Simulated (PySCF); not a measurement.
# How methods differ on the excitation energy of Xe

Xe [Xe] (1S) → Xe [Kr] 4d10 5s1 5p6 6p1 (3P), as a difference of total energies. Calculation: PySCF 2.14, in aug-cc-pVTZ-PP with ECP28MDF (6s5p4d2f, 55 functions); scalar relativity through the core potential. Correlated levels: valence: 4s2 4p6 4d10 frozen. The calculations carry no spin-orbit coupling.

```json
{"method": "UHF", "excitation energy (eV)": "24.743"}
{"method": "LDA", "excitation energy (eV)": "22.546"}
{"method": "PBE", "excitation energy (eV)": "22.219"}
{"method": "PBE0", "excitation energy (eV)": "23.074"}
{"method": "r2SCAN", "excitation energy (eV)": "22.938"}
{"method": "r2SCAN0", "excitation energy (eV)": "23.552"}
{"method": "wB97M-V", "excitation energy (eV)": "23.652"}
{"method": "CAM-B3LYP", "excitation energy (eV)": "23.534"}
{"method": "B2PLYP", "excitation energy (eV)": "23.055"}
{"method": "MP2 (valence)", "excitation energy (eV)": "24.424"}
{"method": "SCS-MP2 (valence)", "excitation energy (eV)": "24.390"}
```

Task: How much does correlation contribute at MP2 (valence)?

Result: 24.424 − (24.743) = -0.319 eV, measured against UHF.

The upper state lies above the first ionisation limit, where it may autoionise and the basis confines it. A Rydberg-like electron needs more diffuse functions than a valence basis has.

The promoted electron is Rydberg-like, and one or two diffuse shells describe it only roughly, which tends to raise the upper state.
